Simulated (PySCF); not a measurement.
Isomers of C6H7F3O, mass 152.045 u with the commonest isotopes. Method: PBE0/pcSseg-1 in PySCF (dipole) on a GFN2-xTB geometry, gas phase. One conformer each, none proved a minimum here; rigid rotors.

Question: Order these by rotational constant A, largest first.
A. `[F:1][C:2]([F:3])([F:4])[O:5][CH:6]=[C:7]1[CH2:8][CH2:9][CH2:10]1` with C2–O5–C6–C7 -166°
B. `[CH2:1]=[CH:2][CH2:3][C:4](=[CH2:5])[O:6][C:7]([F:8])([F:9])[F:10]` with C1–C2–C3–C4 7°, C2–C3–C4–C5 -100°, C3–C4–O6–C7 -165°
C. `[CH2:1]=[CH:2][C@H:3]([CH:4]=[O:5])[CH2:6][C:7]([F:8])([F:9])[F:10]` with C1–C2–C3–C4 -101°, C2–C3–C4–O5 -98°, C2–C3–C6–C7 -159°
D. `[F:1][C:2]([F:3])([F:4])[CH2:5][C@H:6]1[CH:7]=[CH:8][O:9][CH2:10]1` with C2–C5–C6–C7 172°

Answer: A (3623 MHz), D (3140 MHz), B (2308 MHz), C (2025 MHz).

Question: Order these by radius of gyration √(Σ m r²/M), largest first.
A. `[CH2:1]=[CH:2][CH2:3][C:4](=[CH2:5])[O:6][C:7]([F:8])([F:9])[F:10]` with C1–C2–C3–C4 7°, C2–C3–C4–C5 -100°, C3–C4–O6–C7 -165°
B. `[F:1][C:2]([F:3])([F:4])[CH2:5][C@H:6]1[CH:7]=[CH:8][O:9][CH2:10]1` with C2–C5–C6–C7 172°
C. `[F:1][C:2]([F:3])([F:4])[O:5][CH:6]=[C:7]1[CH2:8][CH2:9][CH2:10]1` with C2–O5–C6–C7 -166°
D. `[CH2:1]=[CH:2][C@H:3]([CH:4]=[O:5])[CH2:6][C:7]([F:8])([F:9])[F:10]` with C1–C2–C3–C4 -101°, C2–C3–C4–O5 -98°, C2–C3–C6–C7 -159°

Answer: C (2.481 Å), B (2.278 Å), D (2.247 Å), A (2.151 Å).

Question: Order these by dipole moment, largest first.
A. `[CH2:1]=[CH:2][C@H:3]([CH:4]=[O:5])[CH2:6][C:7]([F:8])([F:9])[F:10]` with C1–C2–C3–C4 -101°, C2–C3–C4–O5 -98°, C2–C3–C6–C7 -159°
B. `[CH2:1]=[C:2]([O:3][C:4]([F:5])([F:6])[F:7])[CH:8]1[CH2:9][CH2:10]1` with C1–C2–O3–C4 0°, C1–C2–C8–C9 -35°
C. `[F:1][C:2]([F:3])([F:4])[O:5][CH:6]=[C:7]1[CH2:8][CH2:9][CH2:10]1` with C2–O5–C6–C7 -166°
D. `[CH2:1]=[CH:2][CH2:3][C:4](=[CH2:5])[O:6][C:7]([F:8])([F:9])[F:10]` with C1–C2–C3–C4 7°, C2–C3–C4–C5 -100°, C3–C4–O6–C7 -165°
E. `[F:1][C:2]([F:3])([F:4])[CH2:5][C@H:6]1[CH:7]=[CH:8][O:9][CH2:10]1` with C2–C5–C6–C7 172°

Answer: A (3.55 D), C (3.18 D), B (3.01 D), D (2.65 D), E (1.87 D).

| SMILES | point group | Ia (u·Å²) | Ib (u·Å²) | Ic (u·Å²) | κ | μa (D) | μb (D) | μc (D) |
| --- | --- | --- | --- | --- | --- | --- | --- | --- |
| C=CCC(=C)OC(F)(F)F | C1 | 218.98 | 563.88 | 623.59 | -0.89 | 2.38 | 1.16 | 0.01 |
| C=C[C@H](C=O)CC(F)(F)F | C1 | 249.59 | 579.05 | 706.06 | -0.76 | 2.76 | 2.23 | 0.12 |
| FC(F)(F)C[C@H]1C=COC1 | C1 | 160.97 | 682.78 | 733.98 | -0.96 | 1.23 | 1.40 | 0.22 |
| FC(F)(F)OC=C1CCC1 | C1 | 139.48 | 845.01 | 887.40 | -0.98 | 3.12 | 0.63 | 0.02 |
| C=C(OC(F)(F)F)C1CC1 | Cs | 158.27 | 705.63 | 737.33 | -0.98 | 3.00 | 0.26 | 0.00 |
